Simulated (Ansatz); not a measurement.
A displaced shape of singlet TiCl₄:

```xyz
5

Ti   -0.0046    0.0309   -0.0390
Cl    1.2073    1.2625    1.2724
Cl    1.2276   -1.1979   -1.2345
Cl   -1.2497    1.2923   -1.2561
Cl   -1.2453   -1.2822    1.2117
```

It was optimised with HF/def2-SVP in Ansatz (development build ahead of 0.2.0) to forces under 0.001 eV/Å, with restricted orbitals. Each step stands on the lowest determinant of that kind that the program's search found.

Problem. What shape does it relax to, and how does the optimisation go?

Solution.

```xyz
5

Ti   -0.0130    0.0211   -0.0090
Cl    1.2162    1.2636    1.2741
Cl    1.2613   -1.2011   -1.2674
Cl   -1.2624    1.2820   -1.2540
Cl   -1.2668   -1.2598    1.2109
```

Bond lengths: Ti1–Cl2 2.168 Å, Ti1–Cl3 2.168 Å, Ti1–Cl4 2.168 Å, Ti1–Cl5 2.168 Å. Angles: Cl2–Ti1–Cl3 109.5°, Cl2–Ti1–Cl4 109.5°, Cl2–Ti1–Cl5 109.5°, Cl3–Ti1–Cl4 109.5°, Cl3–Ti1–Cl5 109.5°, Cl4–Ti1–Cl5 109.5°.

```csv
step,E − E(start) (eV),largest force (eV/Å)
1,0.0000,1.1837
2,-0.0430,0.0870
3,-0.0439,0.0043
4,-0.0439,0.0007
```

The optimisation ended after 4 steps with its threshold met.
